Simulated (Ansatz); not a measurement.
A structure relaxed at PBE0-D4/def2-TZVP, charge 0, multiplicity 1:

Cartesian coordinates in Å:
```
C -1.6983 -2.2807 -0.8111
C -0.9623 -1.3352 -0.6994
Ge 0.1899 0.1456 -0.5294
Cl 0.8866 0.6799 -2.4810
C -0.7287 1.6230 0.1935
C -1.3166 2.5684 0.6503
C 1.6844 -0.2929 0.5304
C 2.6420 -0.5736 1.2029
H -2.3503 -3.1184 -0.9102
H -1.8374 3.4060 1.0551
H 3.4904 -0.8222 1.7989
```

(1) Give its formula and SMILES.

(2) Point group (tolerance 0.08 Å, 0.16 Å for H)?

(3) Summarise the bond lengths by kind.

## Answers

(1) C6H3ClGe, `C#[C][Ge]([Cl])([C]#C)[C]#C`.

(2) C3v.

(3) 3 × C–C 1.203 Å; 3 × C–H 1.066 Å; 3 × C–Ge 1.884 Å; 1 × Cl–Ge 2.140 Å.

Program: Ansatz 0.2.0.
